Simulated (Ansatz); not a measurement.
`Cl[SiH](Br)Br`, 5 atoms. Total charge 0; spin multiplicity 1. Correlated methods include outer-core shells of Br, which these sets cover unevenly. Scalar relativity is left out up to krypton. All runs use 4 threads of an Arm Neoverse V1 on a shared host. Correlated methods freeze the cores.

(1) Give the basis size and wall time and peak host memory of each of these runs in Ansatz. RKS ωB97M-V/def2-TZVPP energy and forces; RHF-CCSD(T)/def2-SVP energy; RKS PBE0-D4/def2-TZVP frequencies; RHF-MP2/def2-QZVPP energy; RKS LC-ωPBE/def2-TZVPP energy; RKS PBE0-D4/def2-QZVPP energy; direct RPA on PBE orbitals/def2-TZVPP energy; RKS ωB97M-V/def2-QZVPP energy; RKS PBE0-D4/def2-SVP energy; RHF-CCSD(T)/def2-TZVPP energy; RKS B3LYP-D4/def2-TZVPP energy and forces; RKS PBE0-D4/def2-TZVP relaxation (5 steps). (Best estimate.)

Results:

(1) The calculation gave: Other jobs shared the machine, so times are rough.

```
                                level                   job  functions  wall time  peak host memory (GiB)
                 RKS PBE0-D4/def2-SVP                energy        105      1.4 s                    0.39
               RKS LC-ωPBE/def2-TZVPP                energy        194      2.7 s                    0.39
direct RPA on PBE orbitals/def2-TZVPP                energy        194      4.2 s                    0.39
                 RHF-CCSD(T)/def2-SVP                energy        105      4.9 s                    0.39
              RKS B3LYP-D4/def2-TZVPP     energy and forces        194      5.5 s                    0.73
               RKS PBE0-D4/def2-QZVPP                energy        348       10 s                     1.6
               RKS ωB97M-V/def2-TZVPP     energy and forces        194       14 s                    0.87
                   RHF-MP2/def2-QZVPP                energy        348       15 s                     1.5
               RKS ωB97M-V/def2-QZVPP                energy        348       23 s                     1.8
                RKS PBE0-D4/def2-TZVP  relaxation (5 steps)        176       26 s                    0.59
               RHF-CCSD(T)/def2-TZVPP                energy        194       90 s                     2.2
                RKS PBE0-D4/def2-TZVP           frequencies        176      100 s                     0.6
```

B3LYP here is the variant with VWN-RPA as its local correlation; programs differ in this. LC-ωPBE has ω = 0.4 bohr⁻¹.
